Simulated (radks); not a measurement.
S III, 14 electrons, occupied as [Ne] 3s2 3p(up 1, down 1) (spins set by hand, not the high-spin state). All-electron calculation, scalar-relativistic Kohn-Sham, r2SCAN, spin-polarised, spherical densities, finite nucleus; meta-GGA in the generalised Kohn-Sham scheme; Fermi nuclear charge, rms radius 3.2611 fm. Program: a radial shooting solver on a logarithmic mesh with Libxc functionals. Some entries of the table are withheld. Estimate them.

| orbital | occ. | eigenvalue (Ry) | <r^2> (bohr^2) | r(max) (bohr) |
|---|---|---|---|---|
| 1s | 2 | -179.7718 | 0.01263 | (1) |
| 2s | 2 | -17.81583 | (2) | 0.3874 |
| 2p | 6 | -13.60918 | 0.2428 | (3) |
| 3s | 2 | -2.94105 | 2.889 | 1.372 |
| 3p | 2 | -2.05916 | 3.623 | 1.499 |

Answer. 
(1) 1s r(max) (bohr): 0.06331
(2) 2s <r^2> (bohr^2): 0.2701
(3) 2p r(max) (bohr): 0.3259
